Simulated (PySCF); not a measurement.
Ga (SMILES [Ga-]), charge -1, triplet; M062X/STO-3G (PySCF).

Here is a job for PySCF.
```python
from pyscf import gto, scf, dft

mol = gto.M(
    atom='''
Ga    0.000000    0.000000    0.000000
''',
    basis='sto-3g',
    charge=-1,
    spin=2,
    verbose=3,
)

mf = dft.UKS(mol)
mf.xc = 'm062x'
mf.kernel()
mf.analyze()
```

### Question
Predict the main parts of the log of this PySCF run.

### Answer

```
SCF not converged.
SCF energy = -1901.69061338885 after 50 cycles  <S^2> = 2.0000024  2S+1 = 3.0000016
**** MO energy ****
                             alpha | beta                alpha | beta
MO #1   energy= -371.79032505767   | -371.788524162352  occ= 1 | 1
MO #2   energy= -46.2449575103418  | -46.2196994803076  occ= 1 | 1
MO #3   energy= -41.9742306957376  | -41.9428497199693  occ= 1 | 1
MO #4   energy= -41.9535844118157  | -41.933231889367   occ= 1 | 1
MO #5   energy= -41.9198296491246  | -41.9041802853665  occ= 1 | 1
MO #6   energy= -5.80145418148711  | -5.73421603781238  occ= 1 | 1
MO #7   energy= -4.12339009955735  | -4.01103446049688  occ= 1 | 1
MO #8   energy= -4.08154783701001  | -4.00646544675359  occ= 1 | 1
MO #9   energy= -4.03119485680009  | -3.96728877266339  occ= 1 | 1
MO #10  energy= -0.817933491920262 | -0.684488435888933 occ= 1 | 1
MO #11  energy= -0.77099279391145  | -0.677754274984578 occ= 1 | 1
MO #12  energy= -0.725418304387427 | -0.483624273068336 occ= 1 | 1
MO #13  energy= -0.715992194979197 | -0.459784961915489 occ= 1 | 1
MO #14  energy= -0.530937835704219 | -0.42231470613449  occ= 1 | 1
MO #15  energy= -0.156405600902872 | -0.103581485919923 occ= 1 | 1
MO #16  energy= 0.0958414117428438 | 0.215909191687656  occ= 1 | 0
MO #17  energy= 0.100332099845437  | 0.224654897514355  occ= 1 | 0
MO #18  energy= 0.190220943653946  | 0.228071327372697  occ= 0 | 0

To work with the spin densities directly, `use mulliken_meta_spin()` only printing them here.

 ** Mulliken spin pop alpha/beta on meta-lowdin orthogonal AOs **
 ** Mulliken Spin Density (per atom)  **
spin density of  0 Ga =      2.00000
 ** Mulliken pop alpha/beta on meta-lowdin orthogonal AOs **
 ** Mulliken atomic charges   ( Nelec_alpha | Nelec_beta ) **
charge of  0Ga =     -1.00000  (    17.00000     15.00000 )

WARN: System has nonzero charge -1; the dipole moment is origin-dependent.
Location of origin: [0. 0. 0.]

Dipole moment(X, Y, Z, Debye): -0.00000, -0.00000, -0.00000
```

Convergence was not reached.
